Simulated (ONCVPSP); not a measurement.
## Lu, ONCV: configuration errors across variants

* Element: lutetium (Lu)
* Generator: ONCVPSP 4.0.1
* Type: optimised norm-conserving Vanderbilt (ONCV)
* Functional: PBE
* Relativity: fully relativistic
* Frozen core: [Kr] 4d10
* Valence charge: 25
* Reference configuration: 4f13 5s2 5p6 5d2 6s2
* Partial waves: 5s+6s: rc 2.10 bohr, ncon 4, nbas 8, qcut 6.5 1/bohr, 2 projectors; 5p: rc 2.20 bohr, ncon 3, nbas 6, qcut 7.1 1/bohr, 2 projectors, debl 2.3 Ha; 5d: rc 2.00 bohr, ncon 4, nbas 7, qcut 5.1 1/bohr, 2 projectors, debl 3.7 Ha; 4f: rc 0.90 bohr, ncon 4, nbas 8, qcut 15.4 1/bohr, 2 projectors, debl 3.1 Ha
* Local potential: polynomial inside 0.75 bohr (lpopt 3, dvloc0 1 Ha)
* Core correction: Teter function, fcfact 3.25, rcfact 1.45

Open shells are filled in proportion to 2j + 1.

All-electron excitation energies from the reference (eV): (1) 4f14 5s2 5p6 5d1 6s2 -10.809; (2) 4f14 5s2 5p6 5d1 6s1 -3.440; (3) 4f14 5s2 5p6 5d1 6s0 9.839; (4) 4f14 5s2 5p6 5d2 6s1 -7.808.

1 further variants failed, have other tests or another functional or relativity, and are left out.

A true bound ghost makes a file unfit for plane-wave use even where its test errors are small: the radial tests pick states by their node count and pass the ghost by.

Errors AE − PS in meV (a dash: test not solved or not reliable):

```tsv
change	(1)	(2)	(3)	(4)	bound ghosts	GHOST(+) flags above zero
base	-5.4	+28	+70	+58	s	p3/2, p1/2
d: rc 2.46	-30	+6.2	+51	+44	s, d3/2	p3/2, p1/2
core correction Teter function, fcfact 2.7, rcfact 1.45	-3.8	+29	+71	+60	s	p3/2, p1/2
core correction Teter function, fcfact 3.25, rcfact 1.1	+3.0	+35	+77	+65	s	p3/2, p1/2
s: nbas 9	-5.0	+28	+71	+59	s	p3/2, p1/2
```

Q: Give the same row for: p: rc 2.26.

A: +1.1, +34, +76, +65; bound ghosts: s; GHOST(+) flags above zero: p3/2, p1/2.
